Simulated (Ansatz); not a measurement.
This geometry of CH4BNO (8 atoms, charge 0, multiplicity 1) is a first-order saddle point.

Computed with Ansatz 0.2.0, RKS B3LYP/def2-SVP.

```xyz
8
Properties=species:S:1:pos:R:3
O -0.356 1.363 -0.850
C 0.068 0.581 0.245
B 0.999 -0.668 0.060
N -0.336 -0.808 0.286
H -1.080 0.901 -1.292
H -0.019 1.153 1.182
H 2.014 -1.261 -0.138
H -1.198 -1.318 0.451
```

**Question.** Which two structures does it join? (They come from a converged band through this point; their orientation in space is the band's.)

**Answer.** No bond is made or broken. The dihedral H5–O1–C2–N4 goes from 93 to -76°.

Initial state:

```xyz
8
Properties=species:S:1:pos:R:3
O -0.357 1.073 -1.099
C -0.006 0.499 0.125
B 1.074 -0.630 0.160
N -0.240 -0.931 0.304
H -1.257 1.422 -1.034
H -0.256 1.136 0.991
H 2.177 -1.081 0.100
H -1.043 -1.543 0.396
```

Final state:

```xyz
8
Properties=species:S:1:pos:R:3
O -0.798 1.229 -0.740
C -0.125 0.542 0.274
B 0.965 -0.565 0.059
N -0.308 -0.906 0.375
H -0.353 1.068 -1.581
H -0.252 1.102 1.212
H 2.043 -0.992 -0.227
H -1.080 -1.534 0.573
```

**Question.** How far does it lie above each of them?

**Answer.** 0.134 eV above the first and 0.146 eV above the second. This is the barrier of this one path; another mechanism may lie lower.

Time of the run: 86 s on 1 CPU thread of a shared host.
